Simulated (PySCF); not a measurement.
## Radial density of Cu (copper, neutral)

r2SCAN, [Ar] 3d10 4d1, 2D determinant (an excited configuration). Computed with PySCF 2.14 in aug-cc-pwCVTZ-DK with one added diffuse shell each of s, p, d, f, g type (11s10p8d5f4g, 152 functions), with the spin-free X2C one-electron Hamiltonian (Gaussian nucleus).

```tsv
r (bohr)	4πr²ρ (e/bohr)	4πr²(ρα − ρβ)
0.000925	0.2726	0.0000
0.00156	0.6805	0.0000
0.00262	1.662	0.0000
0.00440	3.917	0.0000
0.00740	8.693	0.0000
0.0125	17.34	0.0000
0.0209	28.77	0.0000
0.0352	35.35	0.0000
0.0593	30.22	0.0000
0.0997	30.30	0.0001
0.168	40.22	0.0007
0.282	23.67	0.0030
0.474	20.13	0.0069
0.798	18.62	0.0055
1.34	5.204	0.0005
2.26	0.8196	0.0022
3.80	0.09568	0.0319
6.39	0.1357	0.1351
10.7	0.08806	0.0881
18.1	0.0001554	0.0002
```

Densities and radii are taken from the X2C orbitals without a picture-change correction, which distorts them close to the nucleus.

The outer electron is Rydberg-like, and this basis confines it to a smaller radius and binds it less than a complete one would.
